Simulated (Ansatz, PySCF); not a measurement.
C₂H₃ClN₂Si, SMILES N1[SiH](N=CC=1)Cl. Atoms are numbered in the order given.

```xyz
9

Cl     2.0142     0.4089     0.0000
Si     0.2516    -0.6302     0.0000
N     -0.8022    -0.1217     1.3465
C     -1.8352     0.3422     0.7638
C     -1.8352     0.3422    -0.7638
N     -0.8022    -0.1217    -1.3465
H      0.5212    -2.0853     0.0000
H     -2.7045     0.7300     1.3224
H     -2.7045     0.7300    -1.3224
```

Geometry: PBE0-D3(BJ)/def2-SVP. This is a generated structure with no PubChem entry under its InChIKey; it may be hypothetical.

Two levels are set side by side: PBE-D3(BJ)/def2-SVP (Ansatz, a program for electronic structure) and PBE0-D3(BJ)/def2-SVP (Ansatz). Each level has its own optimised geometry; the coordinates shown are those of the second. Frequencies come from the Hessian of PySCF at each geometry. Differences are taken from unrounded values.

```json
[
 {"quantity": "mean bond length (Å)", "PBE0-D3(BJ)": "1.486"},
 {"quantity": "bond Cl1–Si2 (Å)", "PBE0-D3(BJ)": "2.046"},
 {"quantity": "bond Si2–N3 (Å)", "PBE0-D3(BJ)": "1.784"},
 {"quantity": "bond Si2–N6 (Å)", "PBE0-D3(BJ)": "1.784"},
 {"quantity": "bond N3–C4 (Å)", "PBE0-D3(BJ)": "1.274"},
 {"quantity": "bond C4–C5 (Å)", "PBE0-D3(BJ)": "1.528"},
 {"quantity": "bond C5–N6 (Å)", "PBE0-D3(BJ)": "1.274"},
 {"quantity": "bond Si2–H7 (Å)", "PBE0-D3(BJ)": "1.480"},
 {"quantity": "bond C4–H8 (Å)", "PBE0-D3(BJ)": "1.104"},
 {"quantity": "bond C5–H9 (Å)", "PBE0-D3(BJ)": "1.104"},
 {"quantity": "highest harmonic wavenumber (cm⁻¹)", "PBE0-D3(BJ)": "3116"},
 {"quantity": "mean harmonic wavenumber (cm⁻¹)", "PBE0-D3(BJ)": "1121"},
 {"quantity": "zero-point energy (kcal/mol)", "PBE0-D3(BJ)": "33.65"}
]
```

Task: What does PBE-D3(BJ) give, and how far is it from PBE0-D3(BJ)? (Estimate from the structure and the level; the computed values follow.)

Result: 
| quantity | PBE-D3(BJ) | PBE-D3(BJ) minus PBE0-D3(BJ) |
|---|---|---|
| mean bond length (Å) | 1.500 | 0.014 |
| bond Cl1–Si2 (Å) | 2.061 | 0.015 |
| bond Si2–N3 (Å) | 1.804 | 0.020 |
| bond Si2–N6 (Å) | 1.804 | 0.020 |
| bond N3–C4 (Å) | 1.287 | 0.014 |
| bond C4–C5 (Å) | 1.535 | 0.008 |
| bond C5–N6 (Å) | 1.287 | 0.014 |
| bond Si2–H7 (Å) | 1.493 | 0.013 |
| bond C4–H8 (Å) | 1.113 | 0.009 |
| bond C5–H9 (Å) | 1.113 | 0.009 |
| highest harmonic wavenumber (cm⁻¹) | 3008 | -108 |
| mean harmonic wavenumber (cm⁻¹) | 1074 | -47 |
| zero-point energy (kcal/mol) | 32.23 | -1.42 |

Exact exchange shortens and stiffens bonds; PBE has none. Differences between two approximate levels are no errors against the true value.
